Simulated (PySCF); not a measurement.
## How methods differ on the fine-structure interval of Ba⁴³⁺

Ba⁴³⁺ [Ne] 3s2 3p1 [3p1/2^1, M_J = 1/2] → Ba⁴³⁺ [Ne] 3s2 3p1 [3p3/2^1, M_J = 3/2], as a difference of total energies. All numbers are calculated (PySCF 2.14, the two-component X2C-1e Hamiltonian, in an even-tempered Gaussian basis (18 s from 9.8 bohr⁻², ratio 2.4; 14 p from 13 bohr⁻², ratio 2.4; 4 d from 43 bohr⁻², ratio 2.6; 4 f from 65 bohr⁻², ratio 2.6)). Correlated levels: 1s2 frozen; the 54 highest virtual spinors dropped. "Screened" scales the spin-orbit matrix elements by Boettger's factors to mimic the two-electron term; Breit and QED terms are absent.

```tsv
method	fine-structure interval (cm⁻¹)
GHF (screened spin-orbit)	809340
GMP2 (screened spin-orbit)	805820
GHF (bare spin-orbit)	840950
```
